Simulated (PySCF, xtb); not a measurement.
CF₂I, SMILES F[C](F)I (connectivity only; charge and spin as stated), charge +1, multiplicity 1.

Harmonic wavenumbers (cm⁻¹) from GFN2-xTB (xtb) at its own minimum, in rising order: 280, 348, 475, 646, 1304, 1421.

### Question
What does PBE-D3(BJ)/def2-SVP (PySCF) give at its own minimum? (An estimate is asked for; the answer gives what the named calculation found.)

### Answer
301, 350, 551, 696, 1321, 1457. Paired by order, the mean absolute difference is 34 cm⁻¹ and the zero-point energies are 6.4 and 6.7 kcal/mol.
